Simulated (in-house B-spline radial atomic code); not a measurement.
Values are calculated unless marked as measured or tabulated.
# Co in an electron gas of r_s = 4: phase shifts, screening and friction

A nucleus sits in a uniform electron gas with a rigid positive background. The Kohn-Sham equations are solved self-consistently in the spin-unpolarised LDA (PW92), non-relativistic, on B-splines with outgoing waves at the boundary and partial waves to l = 8. The model has no lattice, no bands and no magnetic solution. Atomic units; δ_l are the phase shifts at the Fermi level, counted so that each bound state adds π, and good to about 0.0005. A narrow, partly filled d or f resonance in a thin gas would split by spin, so such rows rest on a solution that is probably unstable.

The density parameter is r_s = 4 bohr.

| l | δ_l (rad) |
| --- | --- |
| 0 | 10.0794 |
| 1 | 6.3253 |
| 2 | 2.6874 |
| 3 | -0.0129 |
| 4 | 0.0005 |
| 5 | -0.0001 |
| 6 | -0.0001 |
| 7 | -0.0002 |
| 8 | -0.0002 |

Bound levels below the band bottom (hartree): s -275.1, s -31.89, p -27.66, s -3.181, p -1.922.

**Question.** Check the Friedel sum rule, and say where the screening charge sits.

**Answer.** k_F = (9π/4)^(1/3)/r_s = 0.47979. The rule is Z = (2/π) Σ (2l + 1) δ_l. The terms are s 6.417, p 12.080, d 8.554, f -0.057 and -0.003 beyond, in all 26.991 against Z = 27. Bound states hold 6 s, 12 p, 0 d electrons, so the scattering states carry 8.99 in all.

**Question.** Find the transport cross section and the electronic stopping of a 1 keV Co ion (mass 58.93 u).

**Answer.** σ_tr = (4π/k_F²) Σ (l + 1) sin²(δ_l − δ_(l+1)). The terms for l = 0 to 3 are 0.3305, 0.4535, 0.5473, 0.0007, all together 1.3320, so σ_tr = 54.589 × 1.3320 = 72.714 bohr². With n = 3/(4π r_s³) = 0.00373, the friction coefficient is Q = n k_F σ_tr = 0.1301. For v well below v_F = 0.480, dE/dx = Q v; with 24801 eV per u at v = 1, v = √(1000/(24801 × 58.93)) = 0.0262, so dE/dx = 0.00340 hartree/bohr = 1.75 eV/nm. The largest term couples the d and f waves.
